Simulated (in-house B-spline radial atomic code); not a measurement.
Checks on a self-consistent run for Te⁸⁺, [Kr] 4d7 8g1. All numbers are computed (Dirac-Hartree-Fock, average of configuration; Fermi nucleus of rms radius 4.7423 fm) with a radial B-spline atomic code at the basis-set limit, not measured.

| orbital | q | ε (Eh) | <1/r> | <r²> | small-component weight |
| --- | --- | --- | --- | --- | --- |
| 1s1/2 | 2 | -1181.57362 | 55.5736 | 0.00104768 | 0.036623 |
| 2s1/2 | 2 | -189.49431 | 12.9662 | 0.0168341 | 0.0078328 |
| 2p1/2 | 2 | -177.40064 | 12.9096 | 0.0125246 | 0.0078176 |
| 2p3/2 | 4 | -167.27122 | 11.9531 | 0.0138078 | 0.0074399 |
| 3s1/2 | 2 | -43.64273 | 4.63235 | 0.117029 | 0.0023229 |
| 3p1/2 | 2 | -38.63421 | 4.53283 | 0.112128 | 0.0022566 |
| 3p3/2 | 4 | -36.68849 | 4.30129 | 0.120006 | 0.002158 |
| 3d3/2 | 4 | -27.95554 | 4.13663 | 0.101913 | 0.0020228 |
| 3d5/2 | 6 | -27.55452 | 4.07661 | 0.104232 | 0.0019929 |
| 4s1/2 | 2 | -12.25387 | 1.85745 | 0.632342 | 0.00065494 |
| 4p1/2 | 2 | -10.38665 | 1.75929 | 0.686468 | 0.00060304 |
| 4p3/2 | 4 | -9.98957 | 1.69261 | 0.726665 | 0.00057784 |
| 4d3/2 | 2.8 | -7.03934 | 1.49438 | 0.885604 | 0.00047067 |
| 4d5/2 | 4.2 | -6.97357 | 1.47717 | 0.902076 | 0.00046333 |
| 8g7/2 | 0.44444 | -0.63955 | 0.145384 | 100.334 | 1.805e-05 |
| 8g9/2 | 0.55556 | -0.63958 | 0.145396 | 100.323 | 1.8055e-05 |

Electron-electron repulsion V_ee = 2281.0309 hartree.

Q: What total energy follows from the eigenvalues?

A: The eigenvalues count the repulsion twice, so E = Σqε - V_ee = -4489.357 - 2281.031 = -6770.388 hartree; the run printed -6770.388.

Q: Does the Dirac virial theorem hold?

A: For a point nucleus E = -2c²Σq·w, with w the small-component weight. Here Σq·w = 0.18026 and c = 137.0360, so the ratio E/(-2c²Σq·w) is 1.000057; the finite nucleus accounts for the departure from 1.

Q: What diamagnetic shielding (Lamb formula) and susceptibility (Langevin formula) do the radii give?

A: σ = (α²/3)Σq<1/r> = 311.791/(3·137.036²) = 5534.4 ppm, and χ = -0.79199×10⁻⁶·Σq<r²> = -90.47×10⁻⁶ cm³/mol with Σq<r²> = 114.23 bohr². Both are non-relativistic formulas without the paramagnetism of open shells; for so heavy an element the full relativistic shielding is larger by tens of per cent.
